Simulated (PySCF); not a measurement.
## C₆ coefficients of unlike pairs at UHF

Calculated with PySCF 2.14 from the dipole response of each species, C₆(A,B) = (3/π) ∫ α_A(iu) α_B(iu) du, in atomic units, from isotropic polarisabilities. For ions this is the dispersion term alone; charge-induced terms of lower order in 1/R come first.

```tsv
species	configuration	basis	relativity	α (bohr³)	C₆ (like pair)
C	[He] 2s2 2p2 (3P)	aug-cc-pCVTZ-DK (7s6p4d2f)	spin-free X2C	11.93	46.38
Os²⁺	[Xe] 4f14 5d6 (5D)	def2-TZVPPD with the def2 core potential (60 electrons) (6s5p3d2f1g)	core potential	9.184	58.07
Tc⁺	[Kr] 4d5 5s1 (7S)	def2-QZVPPD with the def2 core potential (28 electrons) (7s5p4d4f2g)	core potential	46.04	348.7
Sb²⁺	[Kr] 4d10 5s2 5p1 (2P)	aug-cc-pVQZ-PP with ECP28MDF (7s7p5d3f2g)	core potential	16.93	105.1
```

(1) Estimate C₆ for Sb²⁺ with Os²⁺.

No spin-orbit coupling is included.

The other pairs:

```
     pair     C₆
Tc⁺, Os²⁺  122.4
   Tc⁺, C  123.0
  Sb²⁺, C  69.63
Sb²⁺, Tc⁺  183.2
  Os²⁺, C  48.57
```

Answers

(1) The integral gives 74.68. The combination rule 2 C_A C_B / (C_A α_B/α_A + C_B α_A/α_B) gives 74.41 and the geometric mean 78.12.
